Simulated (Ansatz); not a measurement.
# Molecular dynamics of GaH9N2O2Si

The input (input.yaml):

```yaml
crystal:
  periodic: [false, false, false]
  atoms:
    - { symbol: Ga, position_ang: [-0.079945, 0.015438, -0.065976] }
    - { symbol: O, position_ang: [-0.397403, -0.837592, 1.598211] }
    - { symbol: H, position_ang: [-1.24548, -1.316222, 1.638374] }
    - { symbol: "N", position_ang: [1.661118, 0.032447, -0.73913] }
    - { symbol: H, position_ang: [2.100547, -0.891152, -0.626127] }
    - { symbol: H, position_ang: [2.267107, 0.686165, -0.227285] }
    - { symbol: "N", position_ang: [-1.544328, 0.050269, -1.182233] }
    - { symbol: H, position_ang: [-2.454293, 0.301226, -0.785863] }
    - { symbol: H, position_ang: [-1.416564, 0.547496, -2.068659] }
    - { symbol: O, position_ang: [-0.152906, 1.591449, 1.487849] }
    - { symbol: Si, position_ang: [0.821362, 2.819721, 2.136484] }
    - { symbol: H, position_ang: [2.177578, 2.298663, 2.530523] }
    - { symbol: H, position_ang: [0.96661, 3.853897, 1.061452] }
    - { symbol: H, position_ang: [0.156467, 3.417483, 3.344834] }
    - { symbol: H, position_ang: [-0.331667, 0.70351, 1.987846] }
basis:
  gaussian: { orbitals: def2-SVP }
hamiltonian:
  xc: pbe
md:
  timestep: 0.5
  n_steps: 200
  ensemble: nve
  temperature: 100.0
  initial_velocities: maxwell_boltzmann
  seed: 10158
```

Launched with:

```bash
$ ansatz run input.yaml --threads 4 --pin off --max-ram 5120MiB --backend cpu --events-out ev --progress --plain --runs-dir out
```

It starts at the highest image of a converged band. Of that band: The profile has 2 maxima (images 2, 4) with wells between them (image 3): this band takes more than one step, which may be the mechanism or a detour left from its start path. A vibrational analysis at the climbing image gives one clearly imaginary mode, 179i cm⁻¹: a first-order saddle point.

Output, in part (one step line in 4, the closing report, with atoms numbered from 0):

```
md step     0: t =     0.00 fs  T =   100.0 K  F+E_penalty+E_count = -67444.18395575 eV  E_kin = 0.168038 eV  conserved = -67444.01591776 eV  (31 SCF iters)
md step     4: t =     2.00 fs  T =    70.1 K  F+E_penalty+E_count = -67444.13249853 eV  E_kin = 0.117772 eV  conserved = -67444.01472690 eV  (31 SCF iters)
md step     8: t =     4.00 fs  T =    76.6 K  F+E_penalty+E_count = -67444.14418351 eV  E_kin = 0.128640 eV  conserved = -67444.01554398 eV  (31 SCF iters)
md step    12: t =     6.00 fs  T =    58.4 K  F+E_penalty+E_count = -67444.11323014 eV  E_kin = 0.098174 eV  conserved = -67444.01505616 eV  (31 SCF iters)
md step    16: t =     8.00 fs  T =    53.1 K  F+E_penalty+E_count = -67444.10449913 eV  E_kin = 0.089280 eV  conserved = -67444.01521889 eV  (32 SCF iters)
md step    20: t =    10.00 fs  T =    50.4 K  F+E_penalty+E_count = -67444.10007374 eV  E_kin = 0.084678 eV  conserved = -67444.01539550 eV  (31 SCF iters)
md step    24: t =    12.00 fs  T =    36.4 K  F+E_penalty+E_count = -67444.07581706 eV  E_kin = 0.061112 eV  conserved = -67444.01470458 eV  (31 SCF iters)
md step    28: t =    14.00 fs  T =    64.8 K  F+E_penalty+E_count = -67444.12465126 eV  E_kin = 0.108853 eV  conserved = -67444.01579858 eV  (31 SCF iters)
md step    32: t =    16.00 fs  T =    50.4 K  F+E_penalty+E_count = -67444.09940391 eV  E_kin = 0.084649 eV  conserved = -67444.01475445 eV  (31 SCF iters)
md step    36: t =    18.00 fs  T =    67.5 K  F+E_penalty+E_count = -67444.12902210 eV  E_kin = 0.113406 eV  conserved = -67444.01561578 eV  (31 SCF iters)
md step    40: t =    20.00 fs  T =    53.1 K  F+E_penalty+E_count = -67444.10416401 eV  E_kin = 0.089224 eV  conserved = -67444.01494027 eV  (32 SCF iters)
md step    44: t =    22.00 fs  T =    61.2 K  F+E_penalty+E_count = -67444.11828258 eV  E_kin = 0.102894 eV  conserved = -67444.01538844 eV  (31 SCF iters)
md step    48: t =    24.00 fs  T =    54.1 K  F+E_penalty+E_count = -67444.10623457 eV  E_kin = 0.090987 eV  conserved = -67444.01524754 eV  (30 SCF iters)
md step    52: t =    26.00 fs  T =    41.5 K  F+E_penalty+E_count = -67444.08480680 eV  E_kin = 0.069734 eV  conserved = -67444.01507313 eV  (32 SCF iters)
md step    56: t =    28.00 fs  T =    47.5 K  F+E_penalty+E_count = -67444.09511695 eV  E_kin = 0.079747 eV  conserved = -67444.01537005 eV  (31 SCF iters)
md step    60: t =    30.00 fs  T =    41.8 K  F+E_penalty+E_count = -67444.08517062 eV  E_kin = 0.070213 eV  conserved = -67444.01495811 eV  (32 SCF iters)
md step    64: t =    32.00 fs  T =    53.9 K  F+E_penalty+E_count = -67444.10618967 eV  E_kin = 0.090639 eV  conserved = -67444.01555094 eV  (31 SCF iters)
md step    68: t =    34.00 fs  T =    44.0 K  F+E_penalty+E_count = -67444.08894154 eV  E_kin = 0.073953 eV  conserved = -67444.01498897 eV  (31 SCF iters)
md step    72: t =    36.00 fs  T =    51.6 K  F+E_penalty+E_count = -67444.10192419 eV  E_kin = 0.086624 eV  conserved = -67444.01530054 eV  (31 SCF iters)
md step    76: t =    38.00 fs  T =    52.1 K  F+E_penalty+E_count = -67444.10278132 eV  E_kin = 0.087543 eV  conserved = -67444.01523854 eV  (32 SCF iters)
md step    80: t =    40.00 fs  T =    48.3 K  F+E_penalty+E_count = -67444.09642675 eV  E_kin = 0.081201 eV  conserved = -67444.01522552 eV  (32 SCF iters)
md step    84: t =    42.00 fs  T =    45.4 K  F+E_penalty+E_count = -67444.09141514 eV  E_kin = 0.076294 eV  conserved = -67444.01512113 eV  (31 SCF iters)
md step    88: t =    44.00 fs  T =    50.6 K  F+E_penalty+E_count = -67444.10034279 eV  E_kin = 0.085061 eV  conserved = -67444.01528215 eV  (31 SCF iters)
md step    92: t =    46.00 fs  T =    55.1 K  F+E_penalty+E_count = -67444.10782562 eV  E_kin = 0.092667 eV  conserved = -67444.01515889 eV  (31 SCF iters)
md step    96: t =    48.00 fs  T =    61.9 K  F+E_penalty+E_count = -67444.11936510 eV  E_kin = 0.104069 eV  conserved = -67444.01529613 eV  (31 SCF iters)
md step   100: t =    50.00 fs  T =    60.9 K  F+E_penalty+E_count = -67444.11738506 eV  E_kin = 0.102265 eV  conserved = -67444.01511961 eV  (31 SCF iters)
md step   104: t =    52.00 fs  T =    70.5 K  F+E_penalty+E_count = -67444.13387693 eV  E_kin = 0.118495 eV  conserved = -67444.01538242 eV  (31 SCF iters)
md step   108: t =    54.00 fs  T =    64.9 K  F+E_penalty+E_count = -67444.12430574 eV  E_kin = 0.109089 eV  conserved = -67444.01521697 eV  (32 SCF iters)
md step   112: t =    56.00 fs  T =    54.9 K  F+E_penalty+E_count = -67444.10738088 eV  E_kin = 0.092245 eV  conserved = -67444.01513631 eV  (31 SCF iters)
md step   116: t =    58.00 fs  T =    50.7 K  F+E_penalty+E_count = -67444.10061036 eV  E_kin = 0.085250 eV  conserved = -67444.01536082 eV  (32 SCF iters)
md step   120: t =    60.00 fs  T =    40.4 K  F+E_penalty+E_count = -67444.08286479 eV  E_kin = 0.067945 eV  conserved = -67444.01492019 eV  (32 SCF iters)
md step   124: t =    62.00 fs  T =    51.2 K  F+E_penalty+E_count = -67444.10159625 eV  E_kin = 0.086008 eV  conserved = -67444.01558777 eV  (33 SCF iters)
md step   128: t =    64.00 fs  T =    35.0 K  F+E_penalty+E_count = -67444.07360244 eV  E_kin = 0.058778 eV  conserved = -67444.01482489 eV  (33 SCF iters)
md step   132: t =    66.00 fs  T =    52.0 K  F+E_penalty+E_count = -67444.10273580 eV  E_kin = 0.087307 eV  conserved = -67444.01542904 eV  (31 SCF iters)
md step   136: t =    68.00 fs  T =    51.8 K  F+E_penalty+E_count = -67444.10218755 eV  E_kin = 0.087073 eV  conserved = -67444.01511410 eV  (31 SCF iters)
md step   140: t =    70.00 fs  T =    59.5 K  F+E_penalty+E_count = -67444.11541085 eV  E_kin = 0.100015 eV  conserved = -67444.01539544 eV  (32 SCF iters)
md step   144: t =    72.00 fs  T =    52.6 K  F+E_penalty+E_count = -67444.10368541 eV  E_kin = 0.088464 eV  conserved = -67444.01522172 eV  (31 SCF iters)
md step   148: t =    74.00 fs  T =    44.2 K  F+E_penalty+E_count = -67444.08917403 eV  E_kin = 0.074214 eV  conserved = -67444.01495992 eV  (33 SCF iters)
md step   152: t =    76.00 fs  T =    56.6 K  F+E_penalty+E_count = -67444.11080956 eV  E_kin = 0.095173 eV  conserved = -67444.01563701 eV  (34 SCF iters)
md step   156: t =    78.00 fs  T =    37.0 K  F+E_penalty+E_count = -67444.07688879 eV  E_kin = 0.062100 eV  conserved = -67444.01478915 eV  (33 SCF iters)
md step   160: t =    80.00 fs  T =    47.7 K  F+E_penalty+E_count = -67444.09577303 eV  E_kin = 0.080168 eV  conserved = -67444.01560490 eV  (33 SCF iters)
md step   164: t =    82.00 fs  T =    33.7 K  F+E_penalty+E_count = -67444.07149361 eV  E_kin = 0.056682 eV  conserved = -67444.01481131 eV  (31 SCF iters)
md step   168: t =    84.00 fs  T =    53.6 K  F+E_penalty+E_count = -67444.10548205 eV  E_kin = 0.090023 eV  conserved = -67444.01545867 eV  (32 SCF iters)
md step   172: t =    86.00 fs  T =    51.8 K  F+E_penalty+E_count = -67444.10217317 eV  E_kin = 0.087002 eV  conserved = -67444.01517156 eV  (32 SCF iters)
md step   176: t =    88.00 fs  T =    54.2 K  F+E_penalty+E_count = -67444.10620331 eV  E_kin = 0.091040 eV  conserved = -67444.01516319 eV  (32 SCF iters)
md step   180: t =    90.00 fs  T =    64.3 K  F+E_penalty+E_count = -67444.12338362 eV  E_kin = 0.107996 eV  conserved = -67444.01538769 eV  (32 SCF iters)
md step   184: t =    92.00 fs  T =    58.1 K  F+E_penalty+E_count = -67444.11262183 eV  E_kin = 0.097646 eV  conserved = -67444.01497566 eV  (32 SCF iters)
md step   188: t =    94.00 fs  T =    66.9 K  F+E_penalty+E_count = -67444.12810874 eV  E_kin = 0.112484 eV  conserved = -67444.01562432 eV  (32 SCF iters)
md step   192: t =    96.00 fs  T =    45.5 K  F+E_penalty+E_count = -67444.09130108 eV  E_kin = 0.076501 eV  conserved = -67444.01480020 eV  (32 SCF iters)
md step   196: t =    98.00 fs  T =    56.4 K  F+E_penalty+E_count = -67444.11020545 eV  E_kin = 0.094694 eV  conserved = -67444.01551106 eV  (32 SCF iters)
md step   200: t =   100.00 fs  T =    46.9 K  F+E_penalty+E_count = -67444.09390320 eV  E_kin = 0.078861 eV  conserved = -67444.01504195 eV  (33 SCF iters)
Total energy: -67444.09395292 eV, -2478.5247375209 hartree
Atom 0 at    -0.077061     0.026109    -0.074141 Å, force    -0.192842     0.182634    -0.166988 eV/Å
Atom 1 at    -0.424016    -0.695632     1.640010 Å, force    -0.878498    -1.190636     0.190799 eV/Å
Atom 2 at    -1.211948    -1.309482     1.708235 Å, force     0.934157     0.779236    -0.112568 eV/Å
Atom 3 at     1.676144     0.080269    -0.720114 Å, force    -0.011758     0.422797     0.190259 eV/Å
Atom 4 at     2.122525    -0.814638    -0.508405 Å, force     0.197683    -0.321615     0.020720 eV/Å
Atom 5 at     2.228340     0.773344    -0.184169 Å, force    -0.112272    -0.134058    -0.165653 eV/Å
Atom 6 at    -1.522785    -0.073685    -1.206308 Å, force    -0.604037    -0.118403     0.940187 eV/Å
Atom 7 at    -2.463637     0.142942    -0.827856 Å, force     0.525957    -0.131191    -0.264130 eV/Å
Atom 8 at    -1.462675     0.199391    -2.176166 Å, force     0.130625     0.240006    -0.508834 eV/Å
Atom 9 at    -0.265277     1.675067     1.461086 Å, force     0.109079     0.186393    -0.190146 eV/Å
Atom 10 at     0.872016     2.732452     2.145333 Å, force    -0.251166    -0.255121    -0.028447 eV/Å
Atom 11 at     2.257948     2.197460     1.892980 Å, force     0.080495     0.221315    -0.050438 eV/Å
Atom 12 at     0.612471     4.073640     1.521189 Å, force     0.201477    -0.010168     0.072108 eV/Å
Atom 13 at     0.639835     2.738912     3.628671 Å, force     0.046464     0.162743     0.058689 eV/Å
Atom 14 at    -0.415548     0.770381     1.950515 Å, force    -0.175365    -0.033932     0.014440 eV/Å
Dipole moment:    -0.154132     0.069455     0.231071 e Å
```

All steps were run. The conserved energy stayed within 0.089 meV per atom of its start (net change 0.058 meV per atom), so the integration is sound. A run of 0.1 ps of so small a system gives no equilibrium averages. The orbitals stay closed-shell, which can raise the energy where a bond breaks towards radicals; this wasn't checked here.

Between its relaxed ends the band would form O2–H15 and break O10–H15. These pairs go: O2–H15 1.59 → 1.50 Å, O10–H15 1.03 → 1.04 Å. In the last frame they stand as before the step (other bonds may differ from the relaxed reactants and products). It ends as one piece, GaH9N2O2Si. Pairs count as bonded within 1.25 times the sum of covalent radii (0.12 Å more for H–H).

Last frame:

```xyz
15
Properties=species:S:1:pos:R:3
Ga -0.077 0.026 -0.074
O -0.424 -0.696 1.640
H -1.212 -1.310 1.708
N 1.676 0.080 -0.720
H 2.123 -0.815 -0.508
H 2.228 0.773 -0.184
N -1.523 -0.074 -1.206
H -2.464 0.143 -0.828
H -1.463 0.199 -2.176
O -0.265 1.675 1.461
Si 0.872 2.732 2.145
H 2.258 2.197 1.893
H 0.613 4.074 1.521
H 0.640 2.739 3.629
H -0.415 0.770 1.950
```

Time of the run: 4.7 min on 4 threads of Intel(R) Xeon(R) 6975P-C (Granite Rapids), with other jobs on the host, peak memory 0.24 GiB.
